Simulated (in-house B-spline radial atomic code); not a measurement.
Configurations of Ir⁺, with energies counted from [Xe] 4f14 5d7 6s1. Level of theory: Dirac-Hartree-Fock, average of configuration, Fermi nucleus of rms radius 5.4032 fm; calculated with a B-spline radial code for spherical atoms. Energies include first-order Breit, QED and recoil terms.

Occupations are held fixed; configurations that lie above the ionisation limit could autoionise.

```tsv
configuration	E - E(ref) (eV)	highest orbital	its <r> (bohr)
[Xe] 4f14 5d7 9g1	14.996	9g7/2	55.74
[Xe] 4f14 5d6 6s1 8p1	16.474	8p3/2	14.13
[Xe] 4f14 5d6 6s1 9f1	18.47	9f5/2	44.26
[Kr] 4d10 4f14 5s2 5p5 5d7 6s1 8f1	72.015	8f5/2	33.08
[Kr] 4d10 4f14 5s2 5p5 5d7 6s1 9f1	72.28	9f5/2	44.22
[Kr] 4d10 4f14 5s2 5p5 5d7 6s1 9g1	72.471	9g7/2	55.72
[Xe] 4f13 5d7 6s1 9p1	78.036	9p3/2	21.4
```

Q: Order these further configurations by energy, lowest first.
A. [Kr] 4d10 4f14 5s2 5p5 5d7 6s1 7g1
B. [Xe] 4f14 5d7 6g1
C. [Xe] 4f14 5d6 6s1 6g1
D. [Kr] 4d10 4f14 5s2 5p5 5d7 6s1 6f1
E. [Xe] 4f14 5d7 10g1

A: B (14.156 eV), E (15.123 eV), C (17.82 eV), D (70.929 eV), A (72.032 eV).

Q: How far above the reference does [Xe] 4f13 5d7 6s2 lie?

A: 63.283 eV; its least bound orbital is 6s1/2 with <r> = 2.699 bohr.

Q: How far above the reference does [Xe] 4f14 5d7 9p1 lie?

A: 13.819 eV; its least bound orbital is 9p3/2 with <r> = 21.9 bohr.

Q: How far above the reference does [Xe] 4f14 5d7 9s1 lie?

A: 13.477 eV; its least bound orbital is 9s1/2 with <r> = 18.71 bohr.
